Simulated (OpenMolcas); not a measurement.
Levels of Ar by method

```
Program             : OpenMolcas
Basis               : ANO-RCC [8s7p5d4f2g]
Scalar Hamiltonian  : DKH2, point nucleus
Active space        : 6 electrons in 9 orbitals (RAS2 3p; RAS3 3d 4s, at most 1 electron)
State averaging     : 2S+1 = 1 even, 1 root; 2S+1 = 3 odd, 13 roots; 2S+1 = 1 odd, 3 roots
Spin-orbit coupling : state interaction with AMFI integrals over the reference wave functions, term energies averaged over their components
```

Methods on the same reference wave functions:
A. RASSCF
B. SS-RASPT2, IPEA 0.25 Eh, imaginary shift 0.1 Eh (closed shells correlated: 2s 2p 3s)
C. MS-RASPT2, IPEA 0.25 Eh, imaginary shift 0.1 Eh (closed shells correlated: 2s 2p 3s)

Energies in eV above 3s² 3p⁶ ¹S₀, the measured ground level; measured values from NIST Handbook of Basic Atomic Spectroscopic Data.

| Level | A | B | C | Measured |
| --- | --- | --- | --- | --- |
| 3s² 3p⁶ ¹S₀ | 0.0000 | 0.0000 | 0.0000 | 0.0000 |
| 3s² 3p⁵ 4s ³P°₂ | 11.7939 | 9.911 | 9.909 | 11.5484 |
| 3s² 3p⁵ 4s ³P°₀ | 11.9524 | 10.069 | 10.068 | 11.7232 |

Deviations, from unrounded energies. A percentage is the sum of absolute deviations over the sum of measured energies, with the sign that they share, or ± where signs differ.

```csv
Against measurement,Levels,A,B,C
mean absolute deviation (cm-1),2,1900,13000,13000
other configurations (%),2,+2.0,-14.1,-14.2
```

A lies closest to measurement on these levels and C furthest from it. The largest miss of A in the table is 3s² 3p⁵ 4s ³P°₂, by +2000 cm-1. The ranking rests on the paired levels alone, and a cruder setting can come out closer through cancelling errors.

Between B and C the level of the table that moves most is 3s² 3p⁵ 4s ³P°₂, by 20 cm-1 (lowest in C, highest in B). Moves below CASPT2's spread within the term are not significant.

The lowest spin-free term lies below A's lowest term by 0.310 hartree in B, 0.310 hartree in C.

ANO sets are built for valence states and can reach diffuse excited orbitals poorly. Without dynamic correlation excited terms often stand tens of per cent too high (terms of higher spin than the ground term too low), and those without a measured partner can miss by more than the paired ones (holds for A). Computed and measured levels are paired by configuration, term and J; levels that our copy of the source lacks, or whose pairing is in doubt (as where it misses far off the trend of its configuration), stay unpaired and out of the deviations. Where the source uses jj or jK labels, the order within each J decides. Levels of configurations outside the active space are missing. The table leaves out levels that lie high or whose names do not pair safely across all columns.

° marks odd parity.
